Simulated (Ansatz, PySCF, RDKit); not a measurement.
Pair of molecules: CH5N (SMILES CN) (first 7 atoms) with CH2O2 (SMILES O=CO); geometry from B3LYP-D3(BJ)/def2-TZVP.
(charge 0, multiplicity 1):
```xyz
12

C      0.195     0.646     0.155
N     -0.560    -0.442     0.793
H      0.986     0.958     0.836
H     -0.470     1.494    -0.012
H      0.647     0.364    -0.801
H      0.056    -1.224     0.990
H     -1.303    -0.778     0.191
O      1.198    -0.133     3.367
C      0.182     0.248     3.899
O     -1.003     0.354     3.324
H      0.137     0.558     4.954
H     -0.928     0.049     2.352
```

Monomers are frozen at their geometry in the pair; levels with a basis set take the counterpoise correction. Rows marked so take none.

Rows in 6-31G* carry no dispersion term and start afresh at each structure (6-31G* with six Cartesian d functions).

Run with Ansatz (Gaussian orbitals); PySCF for 6-31G* rows, the dispersion terms; RDKit for the force fields. 

```json
[
 {"level": "MMFF94", "interaction energy (kJ/mol)": "-46.3"},
 {"level": "HF/6-31G*", "interaction energy (kJ/mol)": "-46.4"},
 {"level": "HF/6-31G* (no counterpoise)", "interaction energy (kJ/mol)": "-55.4"},
 {"level": "PBE-D4/def2-TZVPPD", "interaction energy (kJ/mol)": "-66.0"},
 {"level": "revPBE/def2-TZVPPD", "interaction energy (kJ/mol)": "-45.8"},
 {"level": "r2SCAN/def2-TZVPPD", "interaction energy (kJ/mol)": "-64.7"},
 {"level": "PBE0/def2-TZVPPD", "interaction energy (kJ/mol)": "[?]"},
 {"level": "CAM-B3LYP-D3(BJ)/def2-TZVPPD", "interaction energy (kJ/mol)": "-65.2"},
 {"level": "wB97X-V/def2-TZVPPD", "interaction energy (kJ/mol)": "[?]"}
]
```

Question: Some entries are withheld; supply them.

Answer: 
- PBE0/def2-TZVPPD, interaction energy (kJ/mol): -60.5
- wB97X-V/def2-TZVPPD, interaction energy (kJ/mol): -62.3

Ansatz is an electronic-structure program.
